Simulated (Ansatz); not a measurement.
Cd₂Se, relaxed as a singlet with RKS PBE-D4/def2-TZVP in Ansatz, starting from the GFN1-xTB geometry. Force threshold 0.02 eV/Å.

In the def2 sets Cd takes a core potential; there is no spin–orbit coupling. The order of the spin states hangs on the level: the triplet lies 0.12 eV below the singlet at PBE0-D4/def2-TZVP, but 0.15 eV above it at PBE-D4/def2-TZVP. The structure comes from a short search, and lower isomers may exist.

Start:

```xyz
3

Cd    1.6686    0.0084   -1.7962
Cd   -1.6700   -0.0053    1.7953
Se    0.0015   -0.0030    0.0009
```

```tsv
step	energy (eV)	largest force component (eV/Å)	SCF passes
1	-74471.4704	0.459	19
2	-74471.5140	0.034	22
3	-74471.5142	0.004	23
```

Force components are those of the run's own axes.

End:

Cartesian coordinates in Å:
```
Cd 1.721 0.008 -1.852
Cd -1.722 -0.006 1.851
Se 0.001 -0.002 0.001
```

By distances, no bond broke or formed. The bond that changes most is Cd1–Se3, from 2.45 to 2.53 Å (atoms count from 1).

No frequencies were taken in this run, so the end may be a saddle point.

Run time 2.5 s (4 threads of Arm Neoverse V2 on a shared host).
